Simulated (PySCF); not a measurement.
## Calculated data, AlClH, BFH

Calculation on a computer-drawn molecule: vertical ionisation energy to the stated ion spin, frozen-core CCSD(T) at the basis limit and cheaper methods, single-reference cases, UHF for radicals, no spin-orbit; all values are single points at the evaluated structure, the first of each entry, which is the reference or a displaced copy of it and isn't optimised; the reference structure only sets the zero of the energies above reference; triples share is (T) over the correlation energy. Program: PySCF 2.14.0.

Common to all runs: diffuse functions no; reference is the Hartree-Fock double-zeta minimum; best is HF at quadruple zeta + MP2 correlation extrapolated from triple and quadruple zeta + CCSD(T) minus MP2 at triple zeta; basis step is the size of the change from the same recipe one zeta lower.

(1) AlClH

Evaluated structure:
```xyz
3
AlClH
Al    -0.7806     1.2048     0.7405
Cl    -2.1163     2.4955     1.9123
H      0.5035     1.7184     0.4835
```

Reference structure:
```xyz
3
AlClH
Al    -0.8144     1.2443     0.6852
Cl    -2.0581     2.5107     1.8654
H      0.6614     1.7676     0.4309
```

```
charge                                         : 0
multiplicity                                   : 2
ion multiplicity                               : 1
basis                                          : cc-pV(n+d)Z
ionisation energy best                         : 8.336 eV
ionisation energy basis step                   : 0.04643 eV
energy above reference best                    : 7.622 kcal/mol
energy above reference basis step              : 0.3707 kcal/mol
total energy HF triple zeta                    : -702.0562 hartree
total energy CCSD(T) triple zeta               : -702.3386 hartree
total energy best                              : -702.3863 hartree
T1 diagnostic at triple zeta                   : 0.01271
D1 diagnostic at triple zeta                   : 0.03571
spin squared at triple zeta                    : 0.7541
ion T1 diagnostic at triple zeta               : 0.01699
ion D1 diagnostic at triple zeta               : 0.0433
triples share at triple zeta                   : 0.03744
basis functions triple zeta                    : 92
dipole magnitude HF at triple zeta             : 2.344 debye
dipole magnitude CCSD unrelaxed at triple zeta : 2.095 debye
dipole magnitude PBE at triple zeta            : 1.911 debye
dipole magnitude r2SCAN at triple zeta         : 2.017 debye
dipole magnitude B3LYP at triple zeta          : 2.1 debye
dipole magnitude wB97X at triple zeta          : 2.174 debye
```

Drawn bonds:
| atom | other atom | order |
| --- | --- | --- |
| 1 | 2 | 1 |
| 1 | 3 | 1 |

Triple zeta:
| method | ionisation energy (eV) | energy above reference (kcal/mol) |
| --- | --- | --- |
| HF | 8.233 | 7.148 |
| PBE | 8.278 | 8.014 |
| r2SCAN | 8.458 | 7.698 |
| B3LYP | 8.411 | 7.284 |
| wB97X | 8.347 | 7.564 |
| MP2 | 8.266 | 7.13 |
| CCSD | 8.3 | 7.433 |
| CCSD(T) | 8.276 | 7.48 |

(2) AlClH

Evaluated structure:
```xyz
3
AlClH
Al    -0.7806     1.2048     0.7405
Cl    -2.1163     2.4955     1.9123
H      0.6295     1.7688     0.4583
```

Reference structure:
```xyz
3
AlClH
Al    -0.8144     1.2443     0.6852
Cl    -2.0581     2.5107     1.8654
H      0.6614     1.7676     0.4309
```

```
charge                                         : 0
multiplicity                                   : 2
ion multiplicity                               : 1
basis                                          : cc-pV(n+d)Z
ionisation energy best                         : 8.396 eV
ionisation energy basis step                   : 0.04715 eV
energy above reference best                    : 1.409 kcal/mol
energy above reference basis step              : 0.2472 kcal/mol
total energy HF triple zeta                    : -702.0656 hartree
total energy CCSD(T) triple zeta               : -702.3484 hartree
total energy best                              : -702.3962 hartree
T1 diagnostic at triple zeta                   : 0.01331
D1 diagnostic at triple zeta                   : 0.0382
spin squared at triple zeta                    : 0.7559
ion T1 diagnostic at triple zeta               : 0.01742
ion D1 diagnostic at triple zeta               : 0.0445
triples share at triple zeta                   : 0.03777
basis functions triple zeta                    : 92
dipole magnitude HF at triple zeta             : 2.236 debye
dipole magnitude CCSD unrelaxed at triple zeta : 1.995 debye
dipole magnitude PBE at triple zeta            : 1.816 debye
dipole magnitude r2SCAN at triple zeta         : 1.916 debye
dipole magnitude B3LYP at triple zeta          : 2.005 debye
dipole magnitude wB97X at triple zeta          : 2.064 debye
```

Drawn bonds:
| atom | other atom | order |
| --- | --- | --- |
| 1 | 2 | 1 |
| 1 | 3 | 1 |

Triple zeta:
| method | ionisation energy (eV) | energy above reference (kcal/mol) |
| --- | --- | --- |
| HF | 8.308 | 1.22 |
| PBE | 8.338 | 1.227 |
| r2SCAN | 8.524 | 1.39 |
| B3LYP | 8.478 | 1.114 |
| wB97X | 8.425 | 1.434 |
| MP2 | 8.331 | 1.236 |
| CCSD | 8.361 | 1.299 |
| CCSD(T) | 8.337 | 1.277 |

(3) AlClH

Evaluated structure:
```xyz
3
AlClH
Al    -0.7806     1.2048     0.7405
Cl    -2.1163     2.4955     1.9123
H      0.6888     1.7925     0.4464
```

Reference structure:
```xyz
3
AlClH
Al    -0.8144     1.2443     0.6852
Cl    -2.0581     2.5107     1.8654
H      0.6614     1.7676     0.4309
```

```
charge                                         : 0
multiplicity                                   : 2
ion multiplicity                               : 1
basis                                          : cc-pV(n+d)Z
ionisation energy best                         : 8.423 eV
ionisation energy basis step                   : 0.04759 eV
energy above reference best                    : 1.079 kcal/mol
energy above reference basis step              : 0.2271 kcal/mol
total energy HF triple zeta                    : -702.0658 hartree
total energy CCSD(T) triple zeta               : -702.3490 hartree
total energy best                              : -702.3967 hartree
T1 diagnostic at triple zeta                   : 0.01368
D1 diagnostic at triple zeta                   : 0.03951
spin squared at triple zeta                    : 0.7574
ion T1 diagnostic at triple zeta               : 0.01769
ion D1 diagnostic at triple zeta               : 0.04526
triples share at triple zeta                   : 0.03795
basis functions triple zeta                    : 92
dipole magnitude HF at triple zeta             : 2.189 debye
dipole magnitude CCSD unrelaxed at triple zeta : 1.952 debye
dipole magnitude PBE at triple zeta            : 1.774 debye
dipole magnitude r2SCAN at triple zeta         : 1.871 debye
dipole magnitude B3LYP at triple zeta          : 1.964 debye
dipole magnitude wB97X at triple zeta          : 2.016 debye
```

Drawn bonds:
| atom | other atom | order |
| --- | --- | --- |
| 1 | 2 | 1 |
| 1 | 3 | 1 |

Triple zeta:
| method | ionisation energy (eV) | energy above reference (kcal/mol) |
| --- | --- | --- |
| HF | 8.345 | 1.092 |
| PBE | 8.367 | 0.5327 |
| r2SCAN | 8.555 | 0.958 |
| B3LYP | 8.51 | 0.7064 |
| wB97X | 8.464 | 1.09 |
| MP2 | 8.361 | 1.08 |
| CCSD | 8.388 | 0.9844 |
| CCSD(T) | 8.364 | 0.9224 |

(4) AlClH

Evaluated structure:
```xyz
3
AlClH
Al    -0.7806     1.2048     0.7405
Cl    -2.1163     2.4955     1.9123
H      0.7564     1.8195     0.4329
```

Reference structure:
```xyz
3
AlClH
Al    -0.8144     1.2443     0.6852
Cl    -2.0581     2.5107     1.8654
H      0.6614     1.7676     0.4309
```

```
charge                                         : 0
multiplicity                                   : 2
ion multiplicity                               : 1
basis                                          : cc-pV(n+d)Z
ionisation energy best                         : 8.452 eV
ionisation energy basis step                   : 0.0482 eV
energy above reference best                    : 2.06 kcal/mol
energy above reference basis step              : 0.235 kcal/mol
total energy HF triple zeta                    : -702.0638 hartree
total energy CCSD(T) triple zeta               : -702.3475 hartree
total energy best                              : -702.3951 hartree
T1 diagnostic at triple zeta                   : 0.0142
D1 diagnostic at triple zeta                   : 0.04103
spin squared at triple zeta                    : 0.7601
ion T1 diagnostic at triple zeta               : 0.01805
ion D1 diagnostic at triple zeta               : 0.04633
triples share at triple zeta                   : 0.03817
basis functions triple zeta                    : 92
dipole magnitude HF at triple zeta             : 2.142 debye
dipole magnitude CCSD unrelaxed at triple zeta : 1.909 debye
dipole magnitude PBE at triple zeta            : 1.732 debye
dipole magnitude r2SCAN at triple zeta         : 1.826 debye
dipole magnitude B3LYP at triple zeta          : 1.923 debye
dipole magnitude wB97X at triple zeta          : 1.965 debye
```

Drawn bonds:
| atom | other atom | order |
| --- | --- | --- |
| 1 | 2 | 1 |
| 1 | 3 | 1 |

Triple zeta:
| method | ionisation energy (eV) | energy above reference (kcal/mol) |
| --- | --- | --- |
| HF | 8.388 | 2.351 |
| PBE | 8.401 | 1.049 |
| r2SCAN | 8.592 | 1.793 |
| B3LYP | 8.548 | 1.536 |
| wB97X | 8.51 | 2.032 |
| MP2 | 8.395 | 2.287 |
| CCSD | 8.419 | 1.967 |
| CCSD(T) | 8.393 | 1.854 |

(5) BFH

Evaluated structure:
```xyz
3
BFH
B     -1.2105     2.9413    -2.4325
F     -2.0317     2.0476    -2.4137
H     -0.4154     3.8066    -2.4507
```

Reference structure:
```xyz
3
BFH
B     -1.2105     2.9413    -2.4325
F     -2.0317     2.0476    -2.4137
H     -0.4154     3.8066    -2.4507
```

```
charge                                    : 1
multiplicity                              : 1
ion multiplicity                          : 2
basis                                     : cc-pVnZ
ionisation energy best                    : 26.27 eV
ionisation energy basis step              : 0.003739 eV
energy above reference best               : 0 kcal/mol
energy above reference basis step         : 0 kcal/mol
ionisation energy Koopmans at triple zeta : 26.57 eV
ionisation energy EOM CCSD at triple zeta : 26.41 eV
total energy HF triple zeta               : -124.4568 hartree
total energy CCSD(T) triple zeta          : -124.7945 hartree
total energy best                         : -124.8520 hartree
T1 diagnostic at triple zeta              : 0.01646
D1 diagnostic at triple zeta              : 0.03536
ion T1 diagnostic at triple zeta          : 0.02703
ion D1 diagnostic at triple zeta          : 0.05855
ion spin squared at triple zeta           : 0.7524
triples share at triple zeta              : 0.02984
basis functions triple zeta               : 74
```

Drawn bonds:
| atom | other atom | order |
| --- | --- | --- |
| 1 | 2 | 1 |
| 1 | 3 | 1 |

Triple zeta:
| method | ionisation energy (eV) | energy above reference (kcal/mol) |
| --- | --- | --- |
| HF | 25.46 | 0 |
| PBE | 25.95 | 0 |
| r2SCAN | 26.03 | 0 |
| B3LYP | 26.33 | 0 |
| wB97X | 26.3 | 0 |
| MP2 | 25.97 | 0 |
| CCSD | 26.23 | 0 |
| CCSD(T) | 26.17 | 0 |

(6) BFH

Evaluated structure:
```xyz
3
BFH
B     -1.2004     2.9100    -2.4241
F     -1.9684     1.8886    -2.3471
H     -0.2913     3.7079    -2.5063
```

Reference structure:
```xyz
3
BFH
B     -1.2105     2.9413    -2.4325
F     -2.0317     2.0476    -2.4137
H     -0.4154     3.8066    -2.4507
```

```
charge                                    : 1
multiplicity                              : 1
ion multiplicity                          : 2
basis                                     : cc-pVnZ
ionisation energy best                    : 26 eV
ionisation energy basis step              : 0.002779 eV
energy above reference best               : 4.768 kcal/mol
energy above reference basis step         : 0.6513 kcal/mol
ionisation energy Koopmans at triple zeta : 26.34 eV
ionisation energy EOM CCSD at triple zeta : 26.12 eV
total energy HF triple zeta               : -124.4462 hartree
total energy CCSD(T) triple zeta          : -124.7876 hartree
total energy best                         : -124.8444 hartree
T1 diagnostic at triple zeta              : 0.01858
D1 diagnostic at triple zeta              : 0.04032
ion T1 diagnostic at triple zeta          : 0.04116
ion D1 diagnostic at triple zeta          : 0.1412
ion spin squared at triple zeta           : 0.7522
triples share at triple zeta              : 0.03149
basis functions triple zeta               : 74
```

Drawn bonds:
| atom | other atom | order |
| --- | --- | --- |
| 1 | 2 | 1 |
| 1 | 3 | 1 |

Triple zeta:
| method | ionisation energy (eV) | energy above reference (kcal/mol) |
| --- | --- | --- |
| HF | 25.27 | 6.652 |
| PBE | 25.4 | 3.378 |
| r2SCAN | 25.56 | 4.427 |
| B3LYP | 25.82 | 4.603 |
| wB97X | 25.94 | 4.36 |
| MP2 | 25.72 | 4.368 |
| CCSD | 25.99 | 4.722 |
| CCSD(T) | 25.9 | 4.298 |

(7) BFH

Evaluated structure:
```xyz
3
BFH
B     -1.2731     2.9320    -2.4748
F     -2.0401     2.0530    -2.2768
H     -0.5131     3.7098    -2.4776
```

Reference structure:
```xyz
3
BFH
B     -1.2105     2.9413    -2.4325
F     -2.0317     2.0476    -2.4137
H     -0.4154     3.8066    -2.4507
```

```
charge                           : 1
multiplicity                     : 1
ion multiplicity                 : 2
basis                            : cc-pVnZ
ion D1 diagnostic at triple zeta : withheld
```

Drawn bonds:
| atom | other atom | order |
| --- | --- | --- |
| 1 | 2 | 1 |
| 1 | 3 | 1 |

(8) BFH

Evaluated structure:
```xyz
3
BFH
B     -1.2802     2.9157    -2.5320
F     -2.0400     1.9686    -2.4036
H     -0.2403     3.9128    -2.5548
```

Reference structure:
```xyz
3
BFH
B     -1.2105     2.9413    -2.4325
F     -2.0317     2.0476    -2.4137
H     -0.4154     3.8066    -2.4507
```

```
charge                                    : 1
multiplicity                              : 1
ion multiplicity                          : 2
basis                                     : cc-pVnZ
ion T1 diagnostic at triple zeta          : withheld
ionisation energy Koopmans at triple zeta : withheld
ionisation energy basis step              : withheld
```

Drawn bonds:
| atom | other atom | order |
| --- | --- | --- |
| 1 | 2 | 1 |
| 1 | 3 | 1 |

**Q.** Estimate the ion D1 diagnostic at triple zeta of BFH (entry 7).
**A.** 0.108

**Q.** BFH (entry 8): ion T1 diagnostic at triple zeta?
**A.** 0.02507

**Q.** BFH (entry 8): ionisation energy Koopmans at triple zeta?
**A.** 24.3 eV

**Q.** What ionisation energy basis step does the calculation give for BFH (entry 8)?
**A.** 0.006545 eV

**Q.** Give the table of triple zeta values for BFH (entry 8).
**A.** 
Triple zeta:
| method | ionisation energy (eV) | energy above reference (kcal/mol) |
| --- | --- | --- |
| HF | 23.38 | 17.12 |
| PBE | 24.01 | 13.09 |
| r2SCAN | 24.04 | 14.7 |
| B3LYP | 24.33 | 14.85 |
| wB97X | 24.27 | 14.88 |
| MP2 | 23.98 | 15.86 |
| CCSD | 24.27 | 15.15 |
| CCSD(T) | 24.22 | 14.93 |

Further results for BFH (entry 7):

```
ionisation energy best                    : 26.91 eV
ionisation energy basis step              : 0.009209 eV
energy above reference best               : 4.203 kcal/mol
energy above reference basis step         : 0.2748 kcal/mol
ionisation energy Koopmans at triple zeta : 27.3 eV
ionisation energy EOM CCSD at triple zeta : 27.04 eV
total energy HF triple zeta               : -124.4515 hartree
total energy CCSD(T) triple zeta          : -124.7873 hartree
total energy best                         : -124.8453 hartree
T1 diagnostic at triple zeta              : 0.01567
D1 diagnostic at triple zeta              : 0.03384
ion T1 diagnostic at triple zeta          : 0.03222
ion spin squared at triple zeta           : 0.7527
triples share at triple zeta              : 0.02905
basis functions triple zeta               : 74
```

Triple zeta:
| method | ionisation energy (eV) | energy above reference (kcal/mol) |
| --- | --- | --- |
| HF | 26.12 | 3.374 |
| PBE | 26.37 | 5.288 |
| r2SCAN | 26.54 | 4.504 |
| B3LYP | 26.81 | 4.304 |
| wB97X | 26.91 | 4.616 |
| MP2 | 26.63 | 4.388 |
| CCSD | 26.88 | 4.304 |
| CCSD(T) | 26.81 | 4.503 |

Further results for BFH (entry 8):

```
ionisation energy best                    : 24.33 eV
energy above reference best               : 15.01 kcal/mol
energy above reference basis step         : 0.02217 kcal/mol
ionisation energy EOM CCSD at triple zeta : 24.44 eV
total energy HF triple zeta               : -124.4296 hartree
total energy CCSD(T) triple zeta          : -124.7707 hartree
total energy best                         : -124.8281 hartree
T1 diagnostic at triple zeta              : 0.01685
D1 diagnostic at triple zeta              : 0.03603
ion D1 diagnostic at triple zeta          : 0.05351
ion spin squared at triple zeta           : 0.752
triples share at triple zeta              : 0.03054
basis functions triple zeta               : 74
```
